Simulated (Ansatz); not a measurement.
Basis-set extrapolation for F$_{2}$H$_{6}$N$_{2}$Si$_{2}$, SMILES `N[Si@H](F)[Si@@H](N)F` (PBE0-D4/def2-TZVP geometry, frozen core, Ansatz 0.2.0). Multiplicity 1, RHF reference.

|  | def2-TZVPP | def2-QZVPP |
| --- | --- | --- |
| HF | -889.509721 | -889.543773 |
| MP2 correlation | -1.163801 | -1.263773 |
| CCSD(T) correlation | -1.241031 | not run |

Energies in hartree. Use E(X) = E(∞) + A·exp(−7.88·√X) for Hartree–Fock and E(X) = E(∞) + B·X^(−2.97) for correlation, with X = 3 and 4, and add CCSD(T) minus MP2 of the smaller set to the MP2 limit.

Question: What is the CCSD(T) energy at the basis-set limit?

Answer: HF limit: -889.543773 + (-0.034052) × 0.13774 = -889.54846. MP2 limit: -1.263773 + (-0.099972) × 0.74074 = -1.33783. Higher-order term: -1.241031 − (-1.163801) = -0.07723. Total: -890.96352 hartree, 558.6 kJ/mol below CCSD(T)/def2-TZVPP.
